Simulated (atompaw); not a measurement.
**Pseudopotential generation for scandium: PAW (atompaw), PBE, scalar-relativistic.**

* Element: Sc
* Generator: atompaw 4.2.0.5
* Type: PAW
* Functional: PBE
* Relativity: scalar-relativistic
* Frozen core: [Ar]
* Valence charge: 3
* Reference configuration: 3d1 4s0 4p0 (charge +2)
* Partial waves: 4s (bound, empty): rc 2.35 bohr; 4s channel at 1.5 Ry: rc 2.35 bohr; 4p (bound, empty): rc 3.00 bohr; 4p channel at -0.25 Ry: rc 3.00 bohr; 3d (bound): rc 2.65 bohr; 3d channel at 0.15 Ry: rc 3.00 bohr
* Local potential: bessel scheme, radius 2.85 bohr
* Core correction: smooth core density matched at 2.30 bohr
* Augmentation charge: sinc compensation charge, radius 2.45 bohr; PAW radius 3.00 bohr; waves and projectors: custom rrkj gramschmidtortho

* Cutoffs needed: 12 Ry and 15 Ry (the cutoffs (Ry, on a coarse ladder) from which the occupation-weighted sum of valence levels, in a spherical-Bessel basis at the reference potential, stays within 10 and 1 mRy of its value at 400 Ry)
* Ghost test: ghost state, extra bound levels that the all-electron valence spectrum of the same l lacks: s at -53.5 eV; a true bound ghost makes a file unfit for plane-wave use (spherical-Bessel basis up to 400 Ry, 20 bohr box)
* Lowest eigenvalue of the overlap operator: 0.62 (p channel)
* Overlap eigenvalues printed by atompaw (projector basis): 0.64, 1.27, 3.08, 4.61, 77.4, 6.78e+03
* Share of each valence orbital outside the PAW sphere: 4s 49 %, 4p 67 %, 3d 6 %
